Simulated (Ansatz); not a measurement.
`C#[C][GaH][CH3]` + H–F → `[CH3][GaH][F]` + `C#C`  (ligand exchange at a Ga–C bond)

Calculated with Ansatz (gas phase, PBE0-D4/def2-TZVP geometries, no zero-point term in ΔE). CCSD(T)/CBS adds triple-zeta CCSD(T) − MP2 to the extrapolated MP2 energy (def2 sets, frozen cores). This one scheme is used for every species. Functionals use def2-TZVPP. B3LYP here is the variant with VWN-RPA as its local correlation; programs differ in this. HSE06 is defined as in plane-wave codes. For Ga outer-core shells are correlated without core-valence functions, which leaves a few kJ/mol of doubt a bond. Scalar relativity is left out up to krypton.

```csv
level,ΔE (kJ/mol),difference from CCSD(T)/CBS
LDA (SPW92),-62.0,-6.5
PBE-D4,-62.7,-7.2
revPBE-D4,-60.1,-4.6
BLYP-D4,-71.4,-15.9
r2SCAN-D4,-67.6,-12.1
B3LYP-D4,-68.0,-12.5
r2SCANh-D4,-65.5,-10.0
r2SCAN0-D4,-62.8,-7.3
HSE06-D4,-57.9,-2.4
BHLYP-D4,-66.3,-10.8
CAM-B3LYP-D4,-72.1,-16.6
ωB97X-V,-68.5,-13.0
ωB97M-V,-65.6,-10.1
B2PLYP,-68.2,-12.7
PBE-QIDH,-57.0,-1.5
revPBE,-66.6,-11.1
BLYP,-78.6,-23.1
r2SCAN,-68.6,-13.1
PBE0,-61.6,-6.1
B3LYP,-73.9,-18.4
r2SCANh,-66.6,-11.1
r2SCAN0,-64.1,-8.6
HSE06,-61.1,-5.6
BHLYP,-72.1,-16.6
CAM-B3LYP,-75.7,-20.2
LC-ωPBE,-68.8,-13.3
RPA@PBE/def2-TZVPP,-54.7,0.8
HF/def2-SVP,-79.6,-24.1
MP2/def2-SVP,-74.1,-18.6
CCSD/def2-SVP,-77.8,-22.3
CCSD(T)/def2-SVP,-75.7,-20.2
HF/def2-TZVPP,-72.4,-16.9
MP2/def2-TZVPP,-53.0,2.5
CCSD(T)/def2-TZVPP,-55.9,-0.4
HF/def2-QZVPP,-74.3,-18.8
MP2/def2-QZVPP,-53.4,2.1
SCS-MP2/def2-QZVPP,-59.3,-3.8
HF/CBS(def2),-74.5,-19.0
MP2/CBS(def2),-52.5,3.0
CCSD/CBS(def2),-57.7,-2.2
CCSD(T)/CBS,-55.5,0
```

Largest T1 diagnostic among the species: 0.013.

Leaving LDA and LC-ωPBE aside and taking each functional with its dispersion term where it has one, the values spread over 15.2 kJ/mol, from CAM-B3LYP-D4 to PBE-QIDH. LDA lies +4.4 kJ/mol from PBE without D4. In def2-TZVPP, CCSD(T) changes the Hartree–Fock value by +16.5 kJ/mol (the triples alone add +2.3 kJ/mol) and MP2 by +19.5 kJ/mol.
